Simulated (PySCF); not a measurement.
**Polarisability and C₆ of Si+ (silicon, charge +1)**

[Ne] 3s2 3p1, 2P determinant. All numbers are calculated (PySCF 2.14, the non-relativistic Hamiltonian (point nucleus), in aug-cc-pwCVDZ). Coupled (time-dependent) response in atomic units; α is the mean over directions. A double-zeta set is small for polarisabilities.

```csv
method,mean α (bohr³),"α xx, yy, zz",C₆ (like pair),S(−4)
UHF,19.71,"19.29, 20.55, 19.29",107.1,155.5
PBE,19.25,"18.59, 20.57, 18.59",102.6,149.6
PBE0,19.25,"18.69, 20.36, 18.69",102.9,148.1
TPSS,19.34,"18.83, 20.36, 18.83",104.8,147.1
```

S(−4) is the Cauchy moment in α(ω) = α(0) + S(−4) ω² + …

α(iu) at UHF:

| u (hartree) | α(iu) (bohr³) |
| --- | --- |
| 0 | 19.71 |
| 0.0500 | 19.33 |
| 0.100 | 18.28 |
| 0.200 | 15.07 |
| 0.300 | 11.71 |
| 0.500 | 6.915 |
| 0.750 | 3.912 |
| 1.00 | 2.478 |
| 1.50 | 1.268 |
| 2.00 | 0.7934 |
| 3.00 | 0.4261 |
| 5.00 | 0.2071 |

A single London oscillator, α(iu) = α/(1 + u²/ω²), gives C₆ = (3/4) ω α². Matching the computed C₆ needs ω = 4 × 107.1 / (3 × 19.71²) = 0.368 hartree.

For an ion, C₆ is the dispersion term alone; charge-induced terms of lower order in 1/R come first.

The components differ because the open shell of this determinant is not spherical; for a pure term their mean is the scalar polarisability.
